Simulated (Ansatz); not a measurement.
Input file for Ansatz (a first-principles code): R-PBE/def2-TZVPP on CH4Si (SMILES C[SiH]).

Ansatz 0.2 input:
```yaml
crystal:
  periodic: [false, false, false]
  atoms:
    - {symbol: C, position_ang: [-0.52887844, 0.04540893, 0.00447643]}
    - {symbol: Si, position_ang: [1.18253466, 0.86561213, -0.11334406]}
    - {symbol: H, position_ang: [-0.60885951, -0.51411330, 0.94455143]}
    - {symbol: H, position_ang: [-1.35658173, 0.75191581, -0.05641947]}
    - {symbol: H, position_ang: [-0.63949516, -0.69975305, -0.79283183]}
    - {symbol: H, position_ang: [1.95128019, -0.44907052, 0.01356751]}
basis:
  gaussian:
    orbitals: def2-TZVPP
hamiltonian:
  xc: {name: PBE}
scf: {lower_state_search: off}
```

### Question
What total energy does the run end on?

### Answer
-329.7477 hartree.
